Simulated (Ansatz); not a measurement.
Total energies of InN2 from Ansatz at PBE0-D4/def2-TZVP, gas phase (1 Eh = 27.2114 eV = 2625.5 kJ/mol). The reference geometry is relaxed at r2SCAN-D4/def2-TZVP.

```xyz
3

In   -1.053    1.229    0.914
N     0.127   -0.671   -0.841
N     0.926   -0.558   -0.073
```

```tsv
state	geometry	energy (Eh)
charge 0 doublet	reference	-299.56080
charge 1 singlet	reference	-299.34882
charge 0 quartet	relaxed at r2SCAN-D4/def2-TZVP	-299.41840
free In atom (doublet)	–	-190.11398
free N atom (quartet)	–	-54.54382
```

In the def2 sets In takes a core potential; there is no spin–orbit coupling.

Question: Work out the vertical ionisation energy to the singlet.

Answer: E(charge 1 singlet) − E(charge 0 doublet) = -299.34882 − (-299.56080) = 0.21198 Eh = 5.77 eV. For comparison, −ε of the highest occupied level of the spin that leaves is 3.83 eV at this level, 1.94 eV less.

Question: Which of the charge 0 states is lowest, and how far above it are the others?

Answer: The doublet. quartet: -299.41840 − (-299.56080) = 0.14240 Eh = 373.9 kJ/mol. The quartet differs in its bonds from the reference.

Question: What is the binding energy per atom against free atoms?

Answer: Atoms: 1 × (-190.11398) + 2 × (-54.54382) = -299.20162 Eh. Binding: -299.20162 − (-299.56080) = 0.35918 Eh = 9.77 eV, or 3.26 eV for each of 3 atoms (no zero-point energy, no counterpoise term).

The structure comes from a short search, and lower isomers may exist.
